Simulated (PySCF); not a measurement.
Method: PBE-D3(BJ)/def2-TZVP // TPSS-D3(BJ)/def2-SVP (PySCF). Isolated molecules, 0 K electronic values unless said otherwise. One relaxed conformer stands for a flexible species; it need not be the lowest. 

Reference species: [Mo(NH2)6] (neutral, multiplicity 1).

- LUMO = -2.33 eV
- charge on the central atom (Mulliken) = 1.39 e

Changed species: [Mo(OH)(NH2)5] (5 of 6 OH replaced by NH2; the reference has 6 of 6 OH replaced by NH2).

Predict the effect on the LUMO and charge on the central atom (Mulliken).

the LUMO drops by 0.39 eV, to -2.72 eV; the charge on the central atom (Mulliken) rises by 0.16 e, to 1.55 e.
